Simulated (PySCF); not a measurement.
TPSS on As (arsenic, neutral), [Ar] 3d10 4s1 4p3 4d1, high-spin 6D determinant (an excited configuration). Calculation: PySCF 2.14, in aug-cc-pwCVDZ-PP with ECP10MDF (6s5p4d1f, 48 functions); scalar relativity through the core potential.

```
cycle= 1 E= -331.747975631557  delta_E= -0.00918  |g|=  0.1  |ddm|= 0.762
cycle= 2 E= -331.747629566557  delta_E= 0.000346  |g|= 0.113  |ddm|= 0.226
cycle= 3 E= -331.749068513396  delta_E= -0.00144  |g|= 0.00191  |ddm|= 0.128
cycle= 4 E= -331.749069585588  delta_E= -1.07e-06  |g|= 0.000178  |ddm|= 0.00675
cycle= 5 E= -331.749069604246  delta_E= -1.87e-08  |g|= 4e-06  |ddm|= 0.000769
cycle= 6 E= -331.749069604252  delta_E= -5.74e-12  |g|= 2.96e-07  |ddm|= 1.26e-05
converged SCF energy = -331.749069604252  <S^2> = 8.7508826  2S+1 = 6.0002942
```

Highest occupied orbital energy: 1.494 eV; ⟨L²⟩ = 6.00; populations by l: s 3.00, p 9.00, d 11.00, f 0.00.

(1) Can this result be used?

Answers

(1) Not for this state. Self-consistency was reached. Energies and moments cover only the electrons outside the core potential. The outer electron is Rydberg-like, and this basis confines it to a smaller radius and binds it less than a complete one would. At TPSS the highest occupied level has a positive energy, so only the finite basis holds that electron; for this excited configuration the basis is too tight for the outer shell.
